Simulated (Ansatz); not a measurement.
```yaml
crystal:
  periodic: [false, false, false]
  atoms:
    - {symbol: N, position_ang: [-0.608910, 0.537886, -0.604220]}
    - {symbol: Al, position_ang: [0.359575, 1.175134, 0.751856]}
    - {symbol: O, position_ang: [0.954749, -0.434697, 1.015292]}
    - {symbol: Si, position_ang: [0.053372, -1.030993, -0.247784]}
    - {symbol: H, position_ang: [-1.259482, 0.827279, -1.310758]}
    - {symbol: H, position_ang: [0.636479, 2.536974, 1.475453]}
    - {symbol: H, position_ang: [0.895305, -1.618969, -1.323984]}
    - {symbol: H, position_ang: [-0.938989, -2.049713, 0.188345]}
basis:
  gaussian: {orbitals: cc-pVDZ}
total_charge: 1
magnetization: {spin_polarized: true, initial_magnetization: 1}
hamiltonian: {xc: {name: wPBEh}}
accuracy: high
output: {forces: true}
```

```sh
$ ansatz run in.yaml --threads 2 --pin off --events-out ev --progress --plain --max-ram 4352MiB
```

It prints (some lines left out):

```
Functional definition: wPBEh
1953 factors; integrals over basis functions are off by at most 3.5e-9 eV
104 factors; integrals over basis functions are off by at most 1.7e-9 eV
mean field evaluation 1: about -18033.3053 eV, gradient 7.6e1 eV
mean field evaluation 2: about -17821.7381 eV, gradient 1.7e2 eV
mean field evaluation 4: about -18051.2018 eV, gradient 4.2e1 eV
mean field evaluation 8: about -18060.3920 eV, gradient 2.3e0 eV
mean field evaluation 16: about -18060.5825 eV, gradient 1.1e-2 eV
mean field evaluation 32: about -18060.5825 eV, gradient 7.0e-8 eV
mean field -18060.58246209 eV, -663.7141635795 hartree, gradient 7.0e-8 eV, S^2 0.756102; 3 other end points of the search recorded, 0 dependent functions left out
reference -18060.58246622 eV, -663.7141637311 hartree; 23, 22 occupied and 61, 62 virtual orbitals, 1953 factors
Total energy: -18060.58246622 eV, -663.7141637311 hartree
Atom 0 at    -0.608910     0.537886    -0.604220 Å, force    -1.559036     0.093305    -1.864277 eV/Å
Atom 1 at     0.359575     1.175134     0.751856 Å, force     2.093415     2.844143     3.348849 eV/Å
Atom 2 at     0.954749    -0.434697     1.015292 Å, force    -0.002020     0.339868     0.094431 eV/Å
Atom 3 at     0.053372    -1.030993    -0.247784 Å, force     0.910846    -3.928470    -0.014109 eV/Å
Atom 4 at    -1.259482     0.827279    -1.310758 Å, force    -0.735055     0.317142    -0.801125 eV/Å
Atom 5 at     0.636479     2.536974     1.475453 Å, force    -0.163130    -0.019541    -0.203392 eV/Å
Atom 6 at     0.895305    -1.618969    -1.323984 Å, force    -0.041905     0.230913    -0.470353 eV/Å
Atom 7 at    -0.938989    -2.049713     0.188345 Å, force    -0.503114     0.122642    -0.090025 eV/Å
Dipole moment:    -0.571417     0.424412    -0.572152 e Å
```

Run time 7.5 s (2 threads of an Intel Xeon 6975P-C on a shared host); peak host memory 0.44 GiB.
